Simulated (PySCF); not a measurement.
C6H7NO.
SMILES with atom numbers: `[NH2:1][c:2]1[cH:3][cH:4][c:5]([OH:6])[cH:7][cH:8]1` (hydrogens: H9, H10 on N1; H11 on C3; H12 on C4; H13 on O6; H14 on C7; H15 on C8)

The same species was optimised twice, with GFN2-xTB and with PBE0-D3(BJ)/def2-SVP (PySCF), and the same property calculations (PySCF, gas phase) were run on both structures.

| coordinate | GFN2-xTB | PBE0-D3(BJ)/def2-SVP | change |
| --- | --- | --- | --- |
| C5–O6 (Å) | 1.368 | 1.357 | -0.011 |
| C7–C8 (Å) | 1.382 | 1.393 | +0.011 |
| C3–C4 (Å) | 1.379 | 1.389 | +0.010 |
| C2–C3 (Å) | 1.395 | 1.405 | +0.010 |
| C2–C8 (Å) | 1.393 | 1.402 | +0.009 |
| C5–C7 (Å) | 1.388 | 1.396 | +0.008 |
| C4–C5 (Å) | 1.390 | 1.397 | +0.007 |
| N1–C2 (Å) | 1.387 | 1.390 | +0.003 |
| C3–C2–C8 (°) | 118.4 | 117.5 | -0.9 |
| O6–C5–C7 (°) | 122.3 | 123.1 | +0.8 |
| C4–C5–C7 (°) | 119.3 | 118.6 | -0.7 |
| N1–C2–C8 (°) | 120.7 | 121.3 | +0.6 |
| C2–C3–C4 (°) | 120.9 | 121.4 | +0.5 |
| C2–C8–C7 (°) | 120.7 | 121.2 | +0.5 |
| N1–C2–C3 (°) | 120.7 | 121.2 | +0.5 |
| C3–C4–C5 (°) | 120.2 | 120.6 | +0.4 |

Rotational constants: A = 5638, B = 1497, C = 1184 MHz (GFN2-xTB) against A = 5605, B = 1479, C = 1171 MHz (PBE0-D3(BJ)/def2-SVP).

On the GFN2-xTB structure: HOMO (eV) -5.43 [PBE0/pcSseg-1]; LUMO (eV) -0.10 [PBE0/pcSseg-1]; dipole (D) 2.19 [PBE0/pcSseg-1]; GIAO shielding of N1 (ppm) 196.0 [PBE0/pcSseg-1]; GIAO shielding of C2 (ppm) 41.5 [PBE0/pcSseg-1]; GIAO shielding of C3/C8 (mean) (ppm) 69.4 [PBE0/pcSseg-1]; GIAO shielding of C4/C7 (mean) (ppm) 67.4 [PBE0/pcSseg-1]; GIAO shielding of C5 (ppm) 31.9 [PBE0/pcSseg-1]; GIAO shielding of O6 (ppm) 222.5 [PBE0/pcSseg-1].

What do these properties become on the PBE0-D3(BJ)/def2-SVP structure?

| property | level | on GFN2-xTB | on PBE0-D3(BJ)/def2-SVP | change |
| --- | --- | --- | --- | --- |
| HOMO (eV) | PBE0/pcSseg-1 | -5.43 | -5.46 | -0.03 |
| LUMO (eV) | PBE0/pcSseg-1 | -0.10 | -0.14 | -0.04 |
| dipole (D) | PBE0/pcSseg-1 | 2.19 | 2.14 | -0.05 |
| energy, GFN2-xTB geometry as zero (kcal/mol) | PBE0/pcSseg-1 | 0.0 | -0.2 | -0.2 |
| GIAO shielding of N1 (ppm) | PBE0/pcSseg-1 | 196.0 | 194.6 | -1.4 |
| GIAO shielding of C2 (ppm) | PBE0/pcSseg-1 | 41.5 | 39.8 | -1.7 |
| GIAO shielding of C3/C8 (mean) (ppm) | PBE0/pcSseg-1 | 69.4 | 66.3 | -3.1 |
| GIAO shielding of C4/C7 (mean) (ppm) | PBE0/pcSseg-1 | 67.4 | 65.6 | -1.8 |
| GIAO shielding of C5 (ppm) | PBE0/pcSseg-1 | 31.9 | 30.9 | -1.0 |
| GIAO shielding of O6 (ppm) | PBE0/pcSseg-1 | 222.5 | 223.4 | +0.9 |

The heavy atoms differ by 0.015 Å rms after alignment. Among bonds between heavy atoms C2–C3, C3–C4, C5–O6 and C7–C8 change most and about equally (-0.011 to +0.011 Å). Changes are differences of the printed values. Neither structure is proved a minimum here.

Conformer computed: `[NH2:1][c:2]1[cH:3][cH:4][c:5]([OH:6])[cH:7][cH:8]1`: H–N1–C2–C3 -157°, H–N1–C2–C3 -25°, H–O6–C5–C4 180°.
